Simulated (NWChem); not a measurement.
System: SiH₄O₂; SMILES O[SiH2]O

Excerpt of the output:

```
             Northwest Computational Chemistry Package (NWChem) 7.3.0
             --------------------------------------------------------

 C2  symmetry detected

                             Geometry "geometry" -> ""
                             -------------------------

 Output coordinates in angstroms (scale by  1.889725989 to convert to a.u.)

  No.       Tag          Charge          X              Y              Z
 ---- ---------------- ---------- -------------- -------------- --------------
    1 Si                  14.0000     0.00000000     0.00000000    -0.46639253
    2 O                    8.0000    -1.38536449     0.04924357     0.44843247
    3 O                    8.0000     1.38536449    -0.04924357     0.44843247
    4 H                    1.0000    -0.06682158     1.23663497    -1.29085753
    5 H                    1.0000     0.06682158    -1.23663497    -1.29085753
    6 H                    1.0000    -1.58557454    -0.73496337     0.96814547
    7 H                    1.0000     1.58557454     0.73496337     0.96814547

 Effective nuclear repulsion energy (a.u.)     119.3462982746

      Symmetry information
      --------------------

 Group name             C2
 Group number              4
 Group order               2
 No. of unique centers     4

                                 NWChem DFT Module
                                 -----------------

 Summary of "ao basis" -> "ao basis" (spherical)
 ------------------------------------------------------------------------------
       Tag                 Description            Shells   Functions and Types
 ---------------- ------------------------------  ------  ---------------------
 Si                         def2-svp                 8       18   4s3p1d
 O                          def2-svp                 6       14   3s2p1d
 H                          def2-svp                 3        5   2s1p

      Symmetry analysis of basis
      --------------------------

        a          34
        b          32

            General Information
            -------------------
          SCF calculation type: DFT
          Wavefunction type:  closed shell.
          No. of atoms     :     7
          No. of electrons :    34
           Alpha electrons :    17
            Beta electrons :    17
          Charge           :     0
          Spin multiplicity:     1
          Use of symmetry is: on ; symmetry adaption is: on
          Maximum number of iterations: 150
          AO basis - number of functions:    66
                     number of shells:    32
          Convergence on energy requested:  1.00D-06
          Convergence on density requested:  1.00D-05
          Convergence on gradient requested:  5.00D-04

              XC Information
              --------------
                       MN15-L Method XC Functional
                        MN15-L Exchange Functional  1.000
                      MN15-L Correlation Potential  1.000

             Grid Information
             ----------------
          Grid used for XC integration:  medium
          Radial quadrature: Mura-Knowles
          Angular quadrature: Lebedev.
          Tag              B.-S. Rad. Rad. Pts. Rad. Cut. Ang. Pts.
          ---              ---------- --------- --------- ---------
          Si                  1.10       88           8.0       590
          O                   0.60       49           9.0       434
          H                   0.35       45          10.0       434
          Grid pruning is: on
          Number of quadrature shells:   227
          Spatial weights used:  Erf1

      Superposition of Atomic Density Guess
      -------------------------------------

 Sum of atomic energies:        -440.11796810

      Non-variational initial energy
      ------------------------------

 Total energy =    -440.988911
 1-e energy   =    -845.340111
 2-e energy   =     285.004902
 HOMO         =      -0.390483
 LUMO         =       0.063784

      Symmetry analysis of molecular orbitals - initial
      -------------------------------------------------

  Numbering of irreducible representations:

     1 a           2 b

  Orbital symmetries:

     1 a           2 a           3 b           4 a           5 b
     6 a           7 b           8 a           9 b          10 a
    11 b          12 a          13 b          14 a          15 b
    16 a          17 b          18 a          19 b          20 a
    21 b          22 b          23 a          24 a          25 b
    26 a          27 a

     ---------------------------------------------
      Total Density - Mulliken Population Analysis
     ---------------------------------------------

    Atom       Charge   Shell Charges
 -----------   ------   -------------------------------------------------------
    1 Si  14    12.92   2.00  1.99  0.91  0.19  5.93  0.94  0.67  0.29
    2 O    8     8.77   1.99  1.10  0.63  3.09  1.95  0.00
    3 O    8     8.77   1.99  1.10  0.63  3.09  1.95  0.00
    4 H    1     1.11   0.71  0.40  0.01
    5 H    1     1.11   0.71  0.40  0.01
    6 H    1     0.65   0.52  0.07  0.06
    7 H    1     0.65   0.52  0.07  0.06

   convergence    iter        energy       DeltaE   RMS-Dens  Diis-err
 ---------------- ----- ----------------- --------- --------- ---------
 d= 0,ls=0.0,diis     1   -441.8751375596 -5.61D+02  1.92D-02  9.94D-01
 d= 0,ls=0.0,diis     2   -441.8024295768  7.27D-02  1.31D-02  1.59D+00
 d= 0,ls=0.0,diis     3   -441.9613226114 -1.59D-01  1.44D-03  2.75D-02
 d= 0,ls=0.0,diis     4   -441.9640598001 -2.74D-03  1.83D-04  3.00D-04
 d= 0,ls=0.0,diis     5   -441.9640899449 -3.01D-05  4.22D-05  6.49D-06
 d= 0,ls=0.0,diis     6   -441.9640907414 -7.96D-07  9.22D-06  4.76D-07

         Total DFT energy =     -441.964090741383
      One electron energy =     -847.375925732330
           Coulomb energy =      325.443301399104
    Exchange-Corr. energy =      -39.377764682784
 Nuclear repulsion energy =      119.346298274627

 Numeric. integr. density =       33.999995027488

                  Occupations of the irreducible representations
                  ----------------------------------------------

                     irrep           alpha         beta
                     --------     --------     --------
                     a                 9.0          9.0
                     b                 8.0          8.0

                       DFT Final Molecular Orbital Analysis
                       ------------------------------------

 Vector   15  Occ=2.000000D+00  E=-3.062396D-01  Symmetry=a
              MO Center=  3.0D-14, -2.5D-14,  2.2D-01, r^2= 2.8D+00
   Bfn.  Coefficient  Atom+Function         Bfn.  Coefficient  Atom+Function
  ----- ------------  ---------------      ----- ------------  ---------------
    24      0.328047  2 O  pz                38      0.328047  3 O  pz
    27      0.254874  2 O  pz                41      0.254874  3 O  pz
    23      0.235548  2 O  py                37     -0.235548  3 O  py
    26      0.189831  2 O  py                40     -0.189831  3 O  py
    47      0.133668  4 H  s                 52      0.133668  5 H  s

 Vector   16  Occ=2.000000D+00  E=-2.994015D-01  Symmetry=b
              MO Center= -5.6D-14,  2.8D-14,  7.0D-02, r^2= 3.0D+00
   Bfn.  Coefficient  Atom+Function         Bfn.  Coefficient  Atom+Function
  ----- ------------  ---------------      ----- ------------  ---------------
    22      0.343572  2 O  px                36      0.343572  3 O  px
    25      0.266586  2 O  px                39      0.266586  3 O  px
    47      0.165351  4 H  s                 52     -0.165351  5 H  s
    24      0.163879  2 O  pz                38     -0.163879  3 O  pz
    48      0.129250  4 H  s                 53     -0.129250  5 H  s

 Vector   17  Occ=2.000000D+00  E=-2.884731D-01  Symmetry=b
              MO Center= -6.1D-15,  7.5D-15, -3.1D-01, r^2= 3.0D+00
   Bfn.  Coefficient  Atom+Function         Bfn.  Coefficient  Atom+Function
  ----- ------------  ---------------      ----- ------------  ---------------
    47      0.253026  4 H  s                 52     -0.253026  5 H  s
    24     -0.216528  2 O  pz                38      0.216528  3 O  pz
    48      0.203083  4 H  s                 53     -0.203083  5 H  s
    23     -0.199536  2 O  py                37     -0.199536  3 O  py
    27     -0.181645  2 O  pz                41      0.181645  3 O  pz

 Vector   18  Occ=0.000000D+00  E= 3.011822D-02  Symmetry=a
              MO Center=  1.0D-13,  6.4D-14,  5.3D-01, r^2= 4.3D+00
   Bfn.  Coefficient  Atom+Function         Bfn.  Coefficient  Atom+Function
  ----- ------------  ---------------      ----- ------------  ---------------
    13      0.718425  1 Si pz                21     -0.577630  2 O  s
    35     -0.577630  3 O  s                 58      0.526068  6 H  s
    63      0.526068  7 H  s                  4      0.196205  1 Si s
    48      0.179425  4 H  s                 53      0.179425  5 H  s
    10      0.160234  1 Si pz                27     -0.153474  2 O  pz

 Vector   19  Occ=0.000000D+00  E= 4.031623D-02  Symmetry=b
              MO Center= -1.3D-13, -7.4D-14, -1.9D-01, r^2= 4.7D+00
   Bfn.  Coefficient  Atom+Function         Bfn.  Coefficient  Atom+Function
  ----- ------------  ---------------      ----- ------------  ---------------
    11      0.883372  1 Si px                21      0.643458  2 O  s
    35     -0.643458  3 O  s                 58     -0.442757  6 H  s
    63      0.442757  7 H  s                  8      0.208905  1 Si px
    26     -0.158432  2 O  py                40     -0.158432  3 O  py
    17      0.124859  1 Si d  1              23     -0.122985  2 O  py

[...]
```

Level: MN15-L/def2-SVP. Structure relaxed at the PBE0/def2-SVP level.

Q: Write an input that gives this output.

A: Several could match; the one computed here: the input that was run:
```
start job
memory heap 200 mb stack 900 mb global 1100 mb
geometry units angstroms noautoz
  Si     0.000000     0.000000    -0.425510
  O     -1.385296     0.051134     0.489315
  O      1.385296    -0.051134     0.489315
  H     -0.065134     1.236725    -1.249975
  H      0.065134    -1.236725    -1.249975
  H     -1.586576    -0.732799     1.009028
  H      1.586576     0.732799     1.009028
end
basis spherical
  Si library def2-svp
  O library def2-svp
  H library def2-svp
end
dft
  xc mn15-l
  iterations 150
  mulliken
end
task dft energy
```
